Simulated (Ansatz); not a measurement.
C2H6N, charge -1, singlet, at a GFN2-xTB geometry (a gas-phase anion, which may not be bound at this level); B3LYP/def2-SVP (Ansatz, a program for electronic structure).

Here is a job for Ansatz.
Ansatz 0.2 input:
```yaml
crystal:
  periodic: [false, false, false]
  atoms:
    - {symbol: C, position_ang: [1.19119079, -0.38292669, 0.00717213]}
    - {symbol: C, position_ang: [-0.13122655, 0.52167957, 0.02064457]}
    - {symbol: N, position_ang: [-1.34791120, -0.10755068, 0.08388981]}
    - {symbol: H, position_ang: [2.09946740, 0.22915829, 0.01714482]}
    - {symbol: H, position_ang: [1.19406526, -1.03706791, 0.87919469]}
    - {symbol: H, position_ang: [1.20063277, -1.00631015, -0.88849714]}
    - {symbol: H, position_ang: [0.06822949, 1.23865150, -0.89692383]}
    - {symbol: H, position_ang: [-0.02730219, 1.17890666, 0.90869617]}
    - {symbol: H, position_ang: [-1.45949966, -0.68300083, -0.77374348]}
basis:
  gaussian:
    orbitals: def2-SVP
    final_grid: {core_spheres: 4, valence_spheres: 8, degree: 17}
hamiltonian:
  xc: b3lyp
total_charge: -1
```

Output, abridged:

```
Functional definition: B3LYP
836 factors; their error is unknown
mean field evaluation 1: about -3653.3482 eV, gradient 4.0e1 eV
mean field evaluation 2: about -3632.8326 eV, gradient 9.0e1 eV
mean field evaluation 4: about -3657.0687 eV, gradient 5.4e0 eV
mean field evaluation 8: about -3657.1407 eV, gradient 1.3e-1 eV
mean field evaluation 16: about -3657.1225 eV, gradient 3.5e-5 eV
mean field -3657.12251542 eV, -134.3967735551 hartree, gradient 3.5e-5 eV, S^2 0.000000; 0 other end points of the search recorded, 0 dependent functions left out
reference -3657.12269459 eV, -134.3967801394 hartree; 13, 13 occupied and 59, 59 virtual orbitals, 836 factors
Total energy: -3657.12269459 eV, -134.3967801394 hartree
```
